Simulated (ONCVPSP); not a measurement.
# Plane-wave convergence, ONCV potential for titanium (Ti)

ONCVPSP 4.0.1 input, shortened (lines: element, Z, core and valence counts, functional; n l f; lmax; l rc ep ncon nbas qcut; lloc lpopt rc5 dvloc0; l nproj debl; icmod fcfact rcfact), PBE, fully relativistic:

```
  Ti 22.00    3    4        4      upf
    1    0    2.00
    2    0    2.00
    2    1    6.00
    3    0    2.00
    3    1    6.00
    3    2    2.00
    4    0    2.00
    2
    0    1.75    0.00    4    8    7.70
    1    1.60    0.00    4    9   10.40
    2    1.70    0.00    3    8   10.90
    4    4    1.05    3.00
    0    2    3.80
    1    1    2.80
    2    2    3.10
    2    0.55    1.15
```

Open shells are filled in proportion to 2j + 1.

Task: For each optimised wave give the share of its norm inside rc, the residual kinetic energy above qcut (Ha) and the cutoffs (Ha) for errors of 10, 1, 0.1 and 0.01 mHa per electron.

Result:

| wave | norm inside rc | residual KE | 10 mHa | 1 mHa | 0.1 mHa | 0.01 mHa |
| --- | --- | --- | --- | --- | --- | --- |
| 3s | 0.958 | 1.6e-07 | 9.7 | 17.2 | 21.6 | 24.9 |
| 4s | 0.053 | 3.1e-07 | 4.3 | 14.2 | 20.2 | 24.6 |
| 3p j=3/2 | 0.876 | 1.6e-09 | 15.7 | 21.0 | 25.7 | 30.1 |
| 3p j=1/2 | 0.880 | 1.6e-09 | 16.0 | 21.6 | 26.4 | 31.0 |
| 3d j=5/2 | 0.643 | 5.1e-08 | 29.0 | 36.3 | 42.5 | 47.4 |
| d projector 2 j=5/2 | 0.190 | 1.0e-07 | 33.4 | 41.3 | 47.1 | 51.9 |
| 3d j=3/2 | 0.646 | 4.7e-08 | 29.1 | 36.3 | 42.5 | 47.4 |
| d projector 2 j=3/2 | 0.190 | 1.0e-07 | 33.4 | 41.3 | 47.1 | 51.9 |

The occupied waves need 36 Ha and 42 Ha for 1 and 0.1 mHa.
